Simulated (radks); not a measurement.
Kinetic energies: the exact non-interacting value of the Kohn-Sham orbitals and orbital-free approximations, in hartree. Species: Se4+ [Ar] 3d10 4s2; Be [He] 2s2; Cr [Ar] 3d5 4s1. Calculated with a radial shooting solver on a logarithmic mesh with Libxc functionals: non-relativistic Kohn-Sham, exchange-only PBE, spin-polarised, spherical densities, point nucleus. Every spin shell is full or empty, so the densities are truly spherical. Functionals are evaluated on that one density, not self-consistently.

functional         Se4+       Be       Cr
exact           2395.83  14.5450  1043.25
Thomas-Fermi     2251.3   13.053   973.24
TF + vW/9        2377.5   14.565   1035.2
TF + vW/5        2478.5   15.774   1084.7
LC94             2395.7   14.560   1043.0
APBEK            2397.6   14.561   1044.1
revAPBEK         2403.0   14.681   1047.0
Perdew 92        2377.8   14.568   1035.3
Thakkar          2383.8   14.595   1039.2
Pearson          2368.4   13.935   1029.0
LKT              2931.4   22.438   1312.9
PG1              2819.5   21.357   1258.4
DePristo-Kress   2393.2   14.343   1042.3
Ernzerhof        2386.1   14.868   1040.0
